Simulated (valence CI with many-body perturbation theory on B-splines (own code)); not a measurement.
Os XLIV: magnetic and hyperfine properties of the levels

Computed by valence CI with perturbative core correlation (CI+MBPT): five valence electrons over a frozen Dirac-Fock core [Ar] 3d10, radial functions for each j: 9 s, 9 p, 8 d, 6 f, 3 g, 1 h, with the one-electron correlation potential Σ1, the two-electron term Σ2, the three-electron term Σ3, Breit, model QED; selected CI, second order for the rest (own B-spline code, finite nucleus).

The last digits are not significant, and no measured levels were compared; by estimate large intervals hold to a few tenths of a per cent, small ones and those within an open d or f shell to about a per cent. Among the levels kept, up to 270 cm⁻¹ of a level comes from second order outside the variational space, and about a tenth of that is noise between levels of different J, which matters for small intervals.

A/g_I is the dipole constant over the nuclear g factor μ/I (μ in nuclear magnetons, uniformly magnetised nucleus), B/Q the quadrupole constant per barn. Both hold the static response of the core; the bare values leave it out. Large factors of s and p1/2 electrons are usually good to 5 to 10 %; those of open d and f shells near neutrality can be off by tens of per cent, and small factors of p3/2, d and f electrons come from cancelling terms and can be off by a factor of two or in sign, in half-filled shells by more. B is blank for J = 1/2, where it vanishes, and for nearly pure S terms. Energies count from the lowest level.

Levels are named by their leading jj configuration (3d3/2^4 stands for four electrons in 3d with j = 3/2), which in mixed levels can hold well under half, so a name can repeat and another be missing. Letters in brackets count levels of one name in rising energy.

| Level | E (× 10³ cm⁻¹) | g | A/g_I (MHz) | A/g_I bare | B/Q (MHz/b) | B/Q bare |
| --- | --- | --- | --- | --- | --- | --- |
| (4s^2 4p1/2^2 4p3/2) J=3/2 | 0.00 | 1.360 | 61800 | 59400 | 121000 | 117000 |
| (4s^2 4p1/2 4p3/2^2) J=3/2 | 835.22 | 1.456 | -37600 | -37000 | 13600 | 13200 |
| (4s^2 4p1/2 4p3/2^2) J=5/2 | 880.96 | 1.195 | 166000 | 160000 | -423 | -396 |
| (4s^2 4p1/2 4p3/2^2) J=1/2 | 938.60 | 0.659 | 574000 | 557000 |  |  |
| (4s^2 4p1/2^2 4d3/2) J=3/2 | 1299.1 | 0.786 | 28800 | 29000 | 18100 | 18000 |
| (4s^2 4p1/2^2 4d5/2) J=5/2 | 1525.3 | 1.254 | 66900 | 65400 | 4780 | 4960 |
| (4s 4p1/2^2 4p3/2^2) J=5/2 | 1686.1 | 1.426 | 337000 | 326000 | 46200 | 44900 |
| (4s^2 4p3/2^3) J=3/2 | 1782.1 | 1.305 | 65300 | 62800 | -134000 | -130000 |
| (4s 4p1/2^2 4p3/2^2) J=1/2 | 1794.2 | 2.102 | 1670000 | 1620000 |  |  |
| (4s 4p1/2^2 4p3/2^2) J=3/2 | 1810.7 | 1.172 | -244000 | -236000 | -26000 | -25300 |
| (4s^2 4p1/2 4p3/2 4d3/2) J=5/2 [a] | 2129.3 | 0.961 | 125000 | 122000 | -16600 | -15900 |
| (4s^2 4p1/2 4p3/2 4d3/2) J=3/2 [a] | 2132.4 | 0.912 | 112000 | 109000 | -76400 | -73900 |
| (4s^2 4p1/2 4p3/2 4d3/2) J=1/2 [a] | 2134.6 | 0.202 | 223000 | 218000 |  |  |
| (4s^2 4p1/2 4p3/2 4d3/2) J=7/2 | 2175.3 | 1.043 | 121000 | 118000 | 125000 | 121000 |
| (4s^2 4p1/2 4p3/2 4d3/2) J=5/2 [b] | 2297.1 | 1.200 | 6900 | 6970 | 113000 | 110000 |
| (4s^2 4p1/2 4p3/2 4d3/2) J=3/2 [b] | 2308.2 | 1.197 | 24500 | 23600 | 11800 | 11300 |
| (4s^2 4p1/2 4p3/2 4d3/2) J=1/2 [b] | 2315.9 | 1.701 | 270000 | 260000 |  |  |
| (4s^2 4p1/2 4p3/2 4d5/2) J=7/2 [a] | 2316.8 | 1.310 | -28400 | -27200 | 137000 | 133000 |
| (4s^2 4p1/2 4p3/2 4d5/2) J=3/2 [a] | 2340.0 | 1.421 | -2550 | -1900 | -54600 | -52800 |
| (4s^2 4p1/2 4p3/2 4d5/2) J=5/2 [a] | 2366.1 | 1.154 | 162000 | 158000 | -95200 | -92100 |
| (4s^2 4p1/2 4p3/2 4d5/2) J=9/2 | 2367.9 | 1.193 | 91100 | 88500 | 127000 | 124000 |
| (4s^2 4p1/2 4p3/2 4d5/2) J=7/2 [b] | 2479.2 | 1.115 | 105000 | 102000 | 10400 | 10400 |
| (4s^2 4p1/2 4p3/2 4d5/2) J=5/2 [b] | 2480.3 | 1.241 | -28400 | -27300 | 20100 | 19800 |
| (4s^2 4p1/2 4p3/2 4d5/2) J=3/2 [b] | 2495.9 | 0.954 | 155000 | 151000 | 14200 | 13900 |
| (4s^2 4p1/2 4p3/2 4d5/2) J=1/2 | 2505.3 | 1.277 | -231000 | -222000 |  |  |
| (4s 4p1/2 4p3/2^3) J=3/2 [a] | 2586.5 | 1.450 | 253000 | 245000 | -107000 | -104000 |
| (4s 4p1/2 4p3/2^3) J=5/2 | 2646.9 | 1.280 | 441000 | 427000 | -149000 | -144000 |
| (4s 4p1/2 4p3/2^3) J=1/2 | 2731.4 | 1.320 | -527000 | -510000 |  |  |
| (4s 4p1/2 4p3/2^3) J=3/2 [b] | 2735.5 | 1.094 | 96700 | 93600 | -5570 | -5340 |
| (4s 4p1/2^2 4p3/2 4d3/2) J=5/2 [a] | 2937.6 | 1.147 | 144000 | 140000 | 57300 | 55300 |
| (4s 4p1/2^2 4p3/2 4d3/2) J=3/2 [a] | 2951.3 | 1.322 | 201000 | 195000 | -3590 | -3700 |
| (4s 4p1/2^2 4p3/2 4d3/2) J=1/2 [a] | 2952.0 | 2.486 | 934000 | 904000 |  |  |
| (4s 4p1/2^2 4p3/2 4d3/2) J=7/2 | 2964.6 | 1.254 | 234000 | 227000 | 110000 | 106000 |
| (4s^2 4p1/2^2 4f5/2) J=5/2 | 2968.5 | 0.999 | 127000 | 123000 | -5580 | -5730 |
| (4s 4p1/2^2 4p3/2 4d3/2) J=3/2 [b] | 3055.5 | 0.991 | 82400 | 80300 | -71000 | -68700 |
| (4s^2 4p1/2^2 4f7/2) J=7/2 | 3068.5 | 1.202 | 64400 | 63000 | -10300 | -10700 |
| (4s 4p1/2^2 4p3/2 4d3/2) J=1/2 [b] | 3123.5 | 0.550 | 235000 | 228000 |  |  |
| (4s 4p1/2^2 4p3/2 4d5/2) J=9/2 | 3126.3 | 1.365 | 220000 | 214000 | 127000 | 123000 |
| (4s^2 4p3/2^2 4d3/2) J=3/2 [a] | 3127.3 | 1.183 | 44200 | 42800 | -52700 | -51300 |
| (4s^2 4p3/2^2 4d3/2) J=1/2 | 3132.8 | 1.574 | 67100 | 63100 |  |  |

**Question.** Take the isotope of mass number 187, with I = 1/2, μ = 0.06442 μN. What is the hyperfine structure of (4s^2 4p1/2 4p3/2^2) J=1/2?

**Answer.** From the table A = 73900 MHz. Shifts from the centre of gravity in MHz: F = 0: -55400, F = 1: 18500.
